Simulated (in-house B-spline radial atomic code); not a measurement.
**RPA and G0W0 on r2SCAN: the thallium ion Tl⁺**

Configuration [Xe] 4f14 5d10 6s2, mean-field start r2SCAN. Computed with an all-electron radial atomic-structure program (B-spline basis): all electrons, scalar-relativistic (spin-free one-electron X2C), finite nucleus, each spin shell either full or empty, empty states to l = 9 with an (l + 1/2)⁻⁴ tail; G0W0 by contour deformation at full frequency.

Without the two-electron picture change, the correlation of inner shells comes somewhat too large for so heavy an element.

Command:
```bash
python run_gw.py task.json out
```
Settings (radii: box in bohr, nucleus in fm):
```
Z                        81
electrons                80
configuration            [Xe] 4f14 5d10 6s2
hamiltonian              x2c
method                   r2scan
lmax                     9
rms_radius               5.4759
spin_polarised           False
box_radius               23.78
intervals                70
ion_configuration        [Xe] 4f14 5d10 6s1
```

Cost of the run: 13 s on 1 thread of Arm Neoverse V2 (shared host).

Energies (hartree):

| term | value |
| --- | --- |
| mean-field total | -20249.57745 |
| Hartree-Fock functional on these orbitals | -20243.55542 |
| direct second order | -8.263 |
| second-order exchange | 2.0391 |
| SOSEX correction | 1.8994 |

What is the RPA correlation energy, and what remains with SOSEX?

RPA gives -7.1693 hartree (-2.44 eV per electron); RPA + SOSEX gives -5.2699, and the second-order doubles -6.224 hartree (no singles). RPA lacks exchange-type terms and so overcorrelates at short range.

Quasi-particle levels (eV):

```tsv
level	occupied	mean field	Σx - vxc	Σc	QP weight	G0W0
6s	yes	-16.508	-2.29	?	?	?
5d	yes	-23.266	-6.81	0.80	0.877	-29.278
6p	no	-7.798	3.67	-1.15	0.951	-5.277
```

G0W0 = mean field + (Σx - vxc) + Σc, with Σc (partial-wave tail included) taken at the quasi-particle energy. Only the outer levels were computed. Levels of low weight are left out.

Where does G0W0 put 6s?

At -20.751 eV, with Σc = -1.96 eV and a quasi-particle weight of 0.935. The tabulated removal energy is 20.428 eV (NIST, measured); the calculation leaves out spin-orbit coupling, Breit and QED terms, and what these don't explain is the method's own error.

What does it cost to remove one electron (to [Xe] 4f14 5d10 6s1) by differences of total energies, each species on its own start (correlation terms add to the Hartree-Fock functional)?

r2SCAN 20.357 eV, Hartree-Fock functional 18.263 eV, + RPA 20.732 eV, + RPA + SOSEX 20.156 eV, + second order 22.003 eV. Tabulated: 20.428 eV (NIST, measured); the calculation leaves out spin-orbit coupling, Breit and QED terms, and what these don't explain is the method's own error.
